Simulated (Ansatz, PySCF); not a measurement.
Species: sum formula BeHSBr (charge 0, singlet). SMILES: [SH][Be][Br]
Geometry from a B3LYP-D3(BJ)/def2-TZVP (Ansatz, a quantum-chemistry and plane-wave program) optimisation:
```xyz
4

Be    -0.4605     0.4338     0.1403
Br     0.9483    -0.8534    -0.3129
S     -1.8126     1.7019     0.5556
H     -2.3446     0.9031     1.5007
```

Property: vertical ionisation energy (to the doublet state of charge +1; each state is the SCF solution reached for its spin), in eV. Valence correlation only, unless marked. Open shells are spin-unrestricted. No spin-orbit coupling. The frozen core is the preceding noble-gas configuration, with the filled d and f shells of earlier blocks. Non-relativistic. CBS(X,Y): correlation extrapolated as X^-3; Hartree-Fock from the larger set. The bracket is a focal-point correction in the basis named.

```json
[
 {"level": "HF/def2-TZVPPD", "program": "Ansatz", "vertical ionisation energy (eV)": "9.26"},
 {"level": "SVWN5/def2-TZVPD", "program": "Ansatz", "vertical ionisation energy (eV)": "10.06"},
 {"level": "M06-2X/def2-TZVPD", "program": "PySCF", "vertical ionisation energy (eV)": "10.37"},
 {"level": "B2PLYP/def2-TZVPD", "program": "Ansatz", "vertical ionisation energy (eV)": "10.21"},
 {"level": "MP2/def2-SVPD", "program": "Ansatz", "vertical ionisation energy (eV)": "10.24"},
 {"level": "RI-MP2/CBS(def2-TZVPPD,def2-QZVPPD)", "program": "Ansatz", "vertical ionisation energy (eV)": "10.54"},
 {"level": "SCS-MP2/def2-SVPD", "program": "Ansatz", "vertical ionisation energy (eV)": "10.17"},
 {"level": "SCS-MP2/def2-TZVPPD", "program": "Ansatz", "vertical ionisation energy (eV)": "10.31"},
 {"level": "RI-MP2/CBS(def2-TZVPPD,def2-QZVPPD)+[CCSD(T)-MP2]/def2-SVPD", "program": "Ansatz", "vertical ionisation energy (eV)": "10.42"},
 {"level": "RI-MP2/CBS(def2-TZVPPD,def2-QZVPPD)+[CCSD(T)-MP2]/def2-TZVPPD", "program": "Ansatz", "vertical ionisation energy (eV)": "10.45"}
]
```

For comparison, minus the highest occupied orbital energy (PySCF): 7.97 eV at PW6B95/def2-TZVPD, 6.83 eV at M06-L/def2-TZVPD, 6.80 eV at TPSS/def2-TZVPD.
